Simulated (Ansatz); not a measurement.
Isolated molecules relaxed with PBE0-D4/def2-TZVP in Ansatz; ΔE leaves out vibrations. CCSD(T)/CBS is the MP2 limit (def2-TZVPP, def2-QZVPP) plus CCSD(T) − MP2 in def2-TZVPP, frozen cores. This one scheme is used for every species, atoms too. DFT in def2-TZVPP. HSE06 is defined as in plane-wave codes. Open shells (•) are unrestricted, without spin–orbit coupling. Spin–orbit coupling would lower the free atoms: a little for F; clearly for Br, Ge. For Br, Ge outer-core shells are correlated without core-valence functions, so the limit isn't a true one: a few kJ/mol of doubt a bond, and 10 to 20 or more in all where bonds break to atoms. Scalar relativity is left out up to krypton.

Reaction (atomization): `[F][Ge][Br]` → Br• + F• + Ge•

```tsv
level	ΔE (kcal/mol)
PBE-D4	222.8
BHLYP-D4	198.4
ωB97M-V	211.4
PBE	221.2
HSE06	209.8
HF/def2-SVP	134.9
HF/def2-TZVPP	139.3
SCS-MP2/def2-TZVPP	209.1
```

Problem. What does CCSD(T)/CBS give? (Best estimate.)

Solution. Computed: +215.8 kcal/mol. The listed levels differ from it by 7.0, -17.4, -4.4, 5.4, -6.0, -80.9, -76.5, -6.7 kcal/mol.

Largest T1 diagnostic among the species: 0.012.

From BLYP to BHLYP (50 % exact exchange), in def2-TZVPP and without D4, ΔE moves by −18.4 kcal/mol: exact exchange takes away binding that semilocal exchange gives to molecules. The D4 term adds +2.7 kcal/mol with B3LYP and +1.4 kcal/mol with PBE0; it sums over pairs of atoms, weighted by their polarisabilities, and B3LYP, whose exchange is more repulsive, gets the larger term.

B3LYP here is the variant with VWN-RPA as its local correlation; programs differ in this.

For atomizations the MP2-based limit and the directly extrapolated one differ by several kJ/mol either way, and by 10 to 25 for some Ge, Se and Sn compounds, so smaller differences from it don't rank the levels.
